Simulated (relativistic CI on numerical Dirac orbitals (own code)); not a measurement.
## Hyperfine structure of Au26+, mass number 197

Calculated at this level of theory: Dirac-Coulomb-Breit CI, orbitals from a KLI potential per configuration, a model potential for QED, unscaled Slater integrals (own radial code, finite nucleus).

CI space (outside the closed core [Ar] 3d10 4p6 4d10): 4s2 4f7, 4s2 4f6 5s, 4s2 4f5 5s2, 4s 4f8, 4f9. Levels of other configurations are missing.

Nuclear spin I = 3/2, μ = 0.1452 μN, Q = 0.547 b (tables of Stone and Pyykkö). The electronic factors are computed for point nuclear moments, without core polarisation or the Bohr-Weisskopf and QED corrections.

```tsv
Level	E (eV)	A (MHz)	B (MHz)
4s2 4f7 6I°_9/2	10.6786	319.2	1520
4s2 4f7 6P°_3/2	10.6944	-110.1	-422
4s2 4f7 6I°_17/2	11.0509	295.5	68.4
4s2 4f7 6I°_11/2	11.5500	311.8	929
4s2 4f7 6I°_13/2	11.8858	297	606
4s2 4f7 6I°_15/2	11.9507	286.1	656
4s2 4f7 6D°_1/2	14.4776	-517.3
```

Levels with J = 0, under 50 % of one LS term, or S terms without an open s electron are left out. Small factors come from cancelling terms and can be off by tens of per cent or more.

At this charge energies of transitions that change n are usually good to better than 1 %, and those within a shell (Δn = 0) to a few per cent. Terms inside the open d or f shell come out 10 to 20 % too wide with unscaled integrals.

Q: Give the hyperfine levels of 4s2 4f7 6I°_9/2 relative to its centre of gravity.

A: With K = F(F + 1) − I(I + 1) − J(J + 1), E = AK/2 + B[¾K(K + 1) − I(I + 1)J(J + 1)]/[2I(2I − 1)J(2J − 1)]: F = 3: -1937, F = 4: -1673, F = 5: -393.7, F = 6: 2534 MHz.

LS names give the leading component of a level, which can be under half, so a name can repeat, a term be missing and a line seem to break the LS rules.
